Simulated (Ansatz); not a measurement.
Born–Oppenheimer molecular dynamics of Cl$_{2}$FHHfO (6 atoms, charge 0, multiplicity 1). It goes on from the last frame of an earlier run, with new velocities.

Theory: Ansatz, RKS PBE/def2-SVP.

- ensemble: NVT, Langevin thermostat
- time step: 0.5 fs
- steps asked: 100
- set temperature: 300 K
- friction: 0.05 /fs
- seed: 122234

First frame:

```xyz
6
Properties=species:S:1:pos:R:3
Hf -0.159 -0.026 -0.028
O -0.165 -0.175 1.912
H 0.014 -0.213 2.916
F 1.696 0.077 -0.470
Cl -1.058 1.908 -1.035
Cl -1.095 -1.956 -1.137
```

Task: How far do the bonds stretch over the last three quarters of this one trajectory? (Pairs bonded in most of those frames.)

Result: 
```
   bond  mean (Å)  spread (Å)  shortest  longest
 Hf1–O2     1.937       0.027      1.89     1.98
 Hf1–F4     1.890       0.033      1.85     1.96
Hf1–Cl5     2.312       0.021      2.29     2.35
Hf1–Cl6     2.332       0.014      2.32     2.37
  O2–H3     0.968       0.025      0.93     1.01
```

Mean temperature of the second half: 311 K. A run of 0.05 ps of so small a system gives no equilibrium averages.

Run time: 5.7 min on 1 thread of Arm Neoverse V2, on a shared host, peak memory 0.2 GiB.
